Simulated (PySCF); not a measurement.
Excitations are Tamm–Dancoff values on a coarser integration grid. The basis has no diffuse functions, so Rydberg states are missing or too high.

Z-matrix (Å, degrees):
```
C
O 1 1.4079
C 2 1.4052 1 115.76
H 3 1.0984 2 107.42 1 -172.74
H 3 1.1029 4 109.23 2 -121.17
H 3 1.1067 4 108.24 5 -118.07
O 1 1.4079 2 112.13 3 65.74
C 7 1.4052 1 115.76 2 65.74
H 8 1.0984 7 107.42 1 -172.74
H 8 1.1029 9 109.23 7 -121.17
H 8 1.1067 9 108.24 10 -118.07
Si 1 1.9325 2 115.65 3 -51.42
H 12 1.4926 1 111.39 2 78.12
H 12 1.4930 13 109.40 6 -175.79
H 12 1.4952 13 109.64 14 -119.36
Si 1 1.9325 2 102.59 3 -169.53
H 16 1.4926 1 111.39 2 -44.26
H 16 1.4930 17 109.40 11 -175.79
H 16 1.4952 17 109.64 18 -119.36
```
Charge 0, spin multiplicity 1.

Question: What is the computed S1 excitation (TDA), S1 oscillator strength and T1 excitation (TDA) (PBE0-D4/def2-TZVP // PBE0-D4/def2-SVP run with PySCF)?

Answer: 
```
Property                 Result
----------------------  -------
S1 excitation (TDA)     6.52 eV
S1 oscillator strength    0.117
T1 excitation (TDA)     5.93 eV
```
